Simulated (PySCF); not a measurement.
# Cost of excited-state runs on `Oc1ccn2ccnc2c1`, C7H6N2O

Geometry:
```csv
atom,x (Å),y (Å),z (Å)
O1,-3.092,-0.826,0.065
C2,-1.799,-0.415,0.029
C3,-1.574,0.969,-0.183
C4,-0.307,1.456,-0.233
N5,0.742,0.617,-0.082
C6,2.089,0.828,-0.090
C7,2.662,-0.401,0.113
N8,1.728,-1.365,0.248
C9,0.565,-0.754,0.130
C10,-0.738,-1.269,0.185
H11,-3.131,-1.778,0.213
H12,-2.425,1.617,-0.301
H13,-0.086,2.500,-0.390
H14,2.517,1.798,-0.235
H15,3.705,-0.642,0.171
H16,-0.864,-2.327,0.349
```

PySCF with density fitting, on 1 thread of an AMD EPYC 7R13, shared host. Command: `OMP_NUM_THREADS=1 python excited_run.py task.json out`

Q: How long does each of these runs take, and how much memory?
- magnetisability and related constants, B3LYP/pcSseg-1; usual settings
- magnetisability and related constants, BP86/6-31G; usual settings

A: 
| run | level | basis functions | wall time | peak memory (GiB) |
| --- | --- | --- | --- | --- |
| magnetisability and related constants | B3LYP/pcSseg-1 | 200 | 34 s | 0.95 |
| magnetisability and related constants | BP86/6-31G | 102 | 30 s | 0.47 |

Times from a shared host are rough.
